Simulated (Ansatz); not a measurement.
Name a neutral molecule of C, F, In, N with LUMO energy (PBE/def2-TZVPP) between -3.90 and -3.60 eV and HOMO–LUMO gap (B3LYP/def2-TZVPP) between 6.95 and 7.25 eV (Ansatz, PBE0-D4/def2-TZVP geometry).

`N#[C][In]([F])[F]` (-3.81 eV, 7.19 eV). Other molecules can fit too; these were computed, each in one conformer that needn't be the lowest.

B3LYP here is the variant with VWN-RPA as its local correlation; programs differ in this.
